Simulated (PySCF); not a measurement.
Radial density of Mg (magnesium, neutral)

PBEsol, [Ne] 3s1 4s1, high-spin 3S determinant (an excited configuration). Computed with PySCF 2.14 in aug-cc-pCVTZ, with the non-relativistic Hamiltonian (point nucleus).

```tsv
r (bohr)	4πr²ρ (e/bohr)	4πr²(ρα − ρβ)
0.00188	0.04601	0.0001
0.00316	0.1261	0.0003
0.00531	0.3390	0.0007
0.00893	0.8790	0.0019
0.0150	2.151	0.0047
0.0253	4.765	0.0102
0.0425	8.959	0.0183
0.0715	12.85	0.0221
0.120	12.13	0.0088
0.202	7.863	-0.0026
0.340	9.017	0.0490
0.572	10.73	0.0602
0.962	4.822	0.0039
1.62	0.8480	0.2863
2.72	0.4173	0.4056
4.58	0.1196	0.1196
7.70	0.1581	0.1581
13.0	0.03440	0.0344
21.8	3.619e-05	0.0000
```

The outer electron is Rydberg-like, and this basis confines it to a smaller radius and binds it less than a complete one would.

Problem. Where is the radial spin density 4πr²(ρα − ρβ) most negative, and why is it negative at all?

Solution. Around r = 0.202 bohr, down to -0.0026 e/bohr: exchange with the open shell polarises the paired shells in an unrestricted calculation.
